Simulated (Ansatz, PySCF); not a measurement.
Gas-phase reaction (SMILES): CCCl → [CH2]CCl + H atom; the C-H bond at the site shown breaks (other sites are not compared here).

Each molecule is optimised on its own at B3LYP-D3(BJ)/def2-TZVP (Ansatz, an electronic-structure program), one conformer each, not searched for the lowest. Cores are frozen in the correlated levels unless marked. UHF or UKS for open shells. Spin-orbit coupling is left out. No relativistic terms. CBS marks a two-point X^-3 extrapolation of the correlation energy; Hartree-Fock from the larger set. [CCSD(T)-MP2]/basis is that difference in the basis named. Thermal terms are rigid-rotor harmonic-oscillator values from B3LYP-D3(BJ) frequencies (PySCF) at 298.15 K and 1 atm. 1 Eh = 627.5095 kcal/mol. Atoms have translation alone. Electronic entropy comes from spin alone.

```csv
species,"E, RI-MP2/CBS(cc-pV(T+d)Z,cc-pV(Q+d)Z)+[CCSD(T)-MP2]/cc-pV(T+d)Z (Ansatz) (Eh)","E, r2SCAN-D4/def2-TZVPD (Ansatz + dftd4) (Eh)",H - E (Eh),G - E (Eh)
CCCl,-538.89174,-539.38650,0.07139,0.04017
[CH2]CCl,-538.21674,-538.72256,0.05720,0.02503
H atom,-0.49995,-0.49993,0.00236,-0.01065
```

Work out ΔE and ΔH, ΔG, ΔS and the equilibrium constant at 298.15 K at the first level, then ΔH at the second.


1. ΔE = [(-538.21674) + (-0.49995)] - [(-538.89174)] = 0.17505 Eh = 109.8 kcal/mol at RI-MP2/CBS(cc-pV(T+d)Z,cc-pV(Q+d)Z)+[CCSD(T)-MP2]/cc-pV(T+d)Z.
2. The terms H - E add up to -0.01183 Eh, so ΔH = (0.17505 + (-0.01183))×627.5095 = 102.4 kcal/mol.
3. The terms G - E add up to -0.02579 Eh, so ΔG = 93.7 kcal/mol, and ΔS = (-0.01183 - (-0.02579))×627509.5/298.15 = 29.4 cal/(mol K).
4. log10 K = -ΔG/(RT ln 10) = -68.7, with RT ln 10 = 1.3642 kcal/mol.
5. With ΔH and ΔS taken as constant, ΔG changes sign near ΔH/ΔS = 3480 K, a rough figure that leaves out heat capacities.
6. At r2SCAN-D4/def2-TZVPD the same steps give ΔE = 102.9 and ΔH = 95.5 kcal/mol, a shift of -6.9 from the first level.
7. These values are not checked against measurement here, since the tables used lack a sound gas-phase enthalpy of formation for at least one species.
